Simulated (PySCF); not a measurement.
Molecule: SMILES F[SiH](N[SiH2]N)F (H6F2N2Si2). Atoms near the plane z = 0.0 Å, at the B3LYP/def2-SVP optimised geometry (x, y, z in Å): Si1 (-0.5, -0.8, 0.0), F2 (-1.0, 0.8, 0.0), H7 (1.0, -0.8, 0.0).

Method: B3LYP/def2-TZVP in PySCF 2.14.0. Cells within 0.4 Å of a nucleus heavier than hydrogen are left out (blank, or x). The values are rescaled to run from 0 to 1.

```
|000000000000000000000000000|
|000000000000000000000000000|
|000000000000000000000000000|
|000000000000000000000000000|
|000000000000000000000000000|
|000000001111100000000000000|
|000000123443210000000000000|
|000001356776421000000000000|
|000013578887641000000000000|
|000024688xx8741000000000000|
|00002478xxx8741000010000000|
|000024688xx8730013675100000|
|000013578887521369999610000|
|000001356763114899999940000|
|000000123202106999999971000|
|00000000006xx15999999981000|
|0000000000xxx34999999981000|
|00000001104xx06999999971000|
|000000012100007999999940000|
|000000011221115899999610000|
|000000011222112478874100000|
|000000001121100112210000000|
|000000001111000000000000000|
|000000000110000000000000000|
|000000000000000000000000000|
|000000000000000000000000000|
|000000000000000000000000000|
```
Scale: ten equal steps from 0.000 (start of '0') to 1.00 (end of '9'), in the order '0123456789'; x runs from -3.50 to 3.50, y from -3.50 (bottom) to 3.50 (top).

### Question
Which quantity is mapped?
A. electron localisation function
B. deformation density (molecule minus spherical neutral atoms)
C. Laplacian of the electron density
D. electrostatic potential

### Answer
A, electron localisation function
